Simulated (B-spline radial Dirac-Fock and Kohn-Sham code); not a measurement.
These are calculated numbers from an atomic code on a B-spline grid; the model is configuration-average Dirac-Fock orbitals.

Question: This computed X-ray form factor belongs to an atom or ion in its tabulated ground configuration. Which?

```tsv
sin θ/λ (Å⁻¹)	f₀
0.05	35.715
0.45	23.373
0.6	19.647
0.8	15.967
1	12.920
1.1	11.590
1.4	8.535
1.6	7.247
3.5	3.226
```

Answer: Mo⁶⁺, with 36 electrons in [Ar] 3d10 4s2 4p6. f₀ tends to the number of electrons as s goes to zero, which the first rows give only roughly, and the rate of fall reflects the nuclear charge, 42.

Question: This computed X-ray form factor belongs to an atom or ion in its tabulated ground configuration. Which?

```
sin θ/λ (Å⁻¹)     f₀
         0.15  6.961
         0.25  6.892
         0.35  6.790
         0.45  6.657
          1.2  5.021
          1.6  4.027
          2.5  2.388
          3.5  1.588
            4  1.402
```

Answer: Zn²³⁺, with 7 electrons in [He] 2s2 2p3. f₀ tends to the number of electrons as s goes to zero, which the first rows give only roughly, and the rate of fall reflects the nuclear charge, 30.

Question: This computed X-ray form factor belongs to an atom or ion in its tabulated ground configuration. Which?

| sin θ/λ (Å⁻¹) | f₀ |
| --- | --- |
| 0.08 | 28.889 |
| 0.18 | 28.445 |
| 0.34 | 27.108 |
| 0.46 | 25.704 |
| 0.63 | 23.341 |
| 1.01 | 17.670 |
| 1.38 | 12.928 |
| 1.61 | 10.651 |
| 2.2 | 7.062 |

Answer: I²⁴⁺, with 29 electrons in [Ar] 3d10 4s1. f₀ tends to the number of electrons as s goes to zero, which the first rows give only roughly, and the rate of fall reflects the nuclear charge, 53.
